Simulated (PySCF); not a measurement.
Computed shifts of a molecule C₄H₈OSi, PySCF with KT2/pcSseg-1, GIAO, gas phase, atoms alike by connectivity averaged where their shifts nearly agree, in ppm (number of nuclei): ¹³C: 187.5 (1), 44.4 (2), -0.2 (1). ²⁹Si: -48.7 (1). ¹H: 4.59 (1), 3.01 (2), 2.58 (2), 0.82 (3). References: ¹³C against TMS (σ = 185.1 ppm); ²⁹Si against TMS (σ = 361.9 ppm); ¹⁷O against H2O (σ = 330.4 ppm); ¹H against TMS (σ = 31.47 ppm), references at their B3LYP-D3(BJ)/def2-TZVP geometries, non-relativistic. Geometry: r2SCAN-D4/def2-SVP. The values are those of a single conformer.

Task: Which structure fits?
(A) C=CCC(=O)[SiH3]
(B) C[SiH]1CC(=O)C1
(C) CO[Si@H]1C=CC1
(D) C#CC[SiH2]OC

Result: B, C[SiH]1CC(=O)C1
